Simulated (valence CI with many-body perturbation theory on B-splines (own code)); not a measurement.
# E1 transitions of Rh6+

Computed by valence CI with perturbative core correlation (CI+MBPT): three valence electrons over a frozen Dirac-Fock core [Kr], a basis of 7 s, 7 p, 8 d, 6 f, 4 g, 1 h functions for each j, with the one-electron correlation potential Σ1, the two-electron term Σ2, the three-electron term Σ3, Breit, model QED; selected CI, second order for the rest (own B-spline code, finite nucleus).

No measured spectrum was set against this ion. As an estimate, terms of the open shell hold to 2 to 4 % of their energy, and close levels can change places; different configurations can be misplaced against each other by 1,000 to 8,000 cm⁻¹. The list stops below the first excitations out of the core.

Lines 251 to 283 of 283 in falling wavelength, among levels below 299180 cm⁻¹, chosen from the strongest by gf and those to the six lowest levels. Wavelengths and rates use the calculated energies, so an error of 2000 cm⁻¹ moves a line at 35.49 nm by 0.71 % and its rate by three times that or more. Electric multipoles are in the length gauge, E1 and E2 with the static RPA response of the core. Weak lines are less certain than strong ones. Lines between different terms over intervals too small for the method are left out, as are lines whose strength nearly cancels. The highest levels of a list are the least certain.

Names give the largest LS component (configuration and term), which can be under half, so a name can repeat, a term be missing and a line seem to break the LS rules; names also repeat where a configuration has a term twice.

```
λ vac (nm)            Upper       Lower   A (s⁻¹)  log gf  Branch %
     35.49   4d2 5p 2S°_1/2  4d3 4P_3/2  3.79e+09   -0.84      33.1
     35.48   4d2 5p 4G°_5/2  4d3 4F_5/2  7.54e+06   -3.07       0.2
     35.24   4d2 5p 4G°_5/2  4d3 4F_3/2  1.41e+09   -0.80      42.8
     35.22   4d2 5p 4G°_7/2  4d3 4F_7/2  2.10e+08   -1.50       5.1
     35.11   4d2 5p 4F°_3/2  4d3 4F_5/2  2.99e+08   -1.66       2.2
     35.04   4d2 5p 4F°_5/2  4d3 4F_7/2  1.43e+06   -3.80       0.0
     34.96   4d2 5p 4G°_9/2  4d3 4F_9/2  1.96e+09   -0.44      33.7
     34.94   4d2 5p 4G°_7/2  4d3 4F_5/2  1.87e+09   -0.56      45.7
     34.88   4d2 5p 4F°_3/2  4d3 4F_3/2  1.01e+10   -0.13      74.7
     34.86   4d2 5p 4F°_7/2  4d3 4F_9/2  2.29e+08   -1.48       1.6
     34.77   4d2 5p 4F°_5/2  4d3 4F_5/2  7.89e+09   -0.07      61.4
     34.67   4d2 5p 4G°_9/2  4d3 4F_7/2  2.01e+09   -0.44      34.5
     34.61   4d2 5p 2F°_5/2  4d3 4F_7/2  2.14e+09   -0.64      23.7
     34.58   4d2 5p 2F°_7/2  4d3 4F_9/2  7.59e+09    0.04      51.9
     34.57   4d2 5p 4F°_7/2  4d3 4F_7/2  9.96e+09    0.15      71.7
     34.54   4d2 5p 4F°_5/2  4d3 4F_3/2  1.35e+09   -0.84      10.5
     34.45   4d2 5p 4F°_9/2  4d3 4F_9/2  8.53e+09    0.18      79.0
     34.34   4d2 5p 2F°_5/2  4d3 4F_5/2  2.37e+09   -0.60      26.3
     34.30   4d2 5p 2F°_7/2  4d3 4F_7/2  4.20e+08   -1.23       2.9
     34.30   4d2 5p 4F°_7/2  4d3 4F_5/2  8.78e+08   -0.91       6.3
     34.26   4d2 5p 2D°_3/2  4d3 4F_5/2  7.36e+09   -0.29      52.0
     34.20  4d2 5p 4G°_11/2  4d3 4F_9/2  1.36e+09   -0.54      46.9
     34.17   4d2 5p 4F°_9/2  4d3 4F_7/2  3.33e+07   -2.23       0.3
     34.15   4d2 5p 4D°_5/2  4d3 4F_7/2  1.18e+10    0.09      69.2
     34.11   4d2 5p 2F°_5/2  4d3 4F_3/2  1.10e+08   -1.94       1.2
     34.04   4d2 5p 2D°_3/2  4d3 4F_3/2  3.75e+08   -1.58       2.6
     34.04   4d2 5p 2F°_7/2  4d3 4F_5/2  2.20e+05   -4.51       0.0
     34.03   4d2 5p 4D°_1/2  4d3 4F_3/2  1.51e+10   -0.28      75.0
     33.99   4d2 5p 4D°_3/2  4d3 4F_5/2  6.96e+09   -0.32      45.6
     33.89   4d2 5p 4D°_5/2  4d3 4F_5/2  6.28e+08   -1.19       3.7
     33.77   4d2 5p 4D°_3/2  4d3 4F_3/2  2.60e+09   -0.75      17.0
     33.67   4d2 5p 4D°_5/2  4d3 4F_3/2  8.95e+05   -4.04       0.0
     33.65   4d2 5p 2S°_1/2  4d3 4F_3/2  3.31e+08   -1.95       2.9
```

Problem. How does gf follow from A for the line at 33.65 nm?

Solution. gf = 1.4992 × (2J+1)_upper × A / σ², with σ = 297208 cm⁻¹ and 2J+1 = 2: gf = 0.0112.
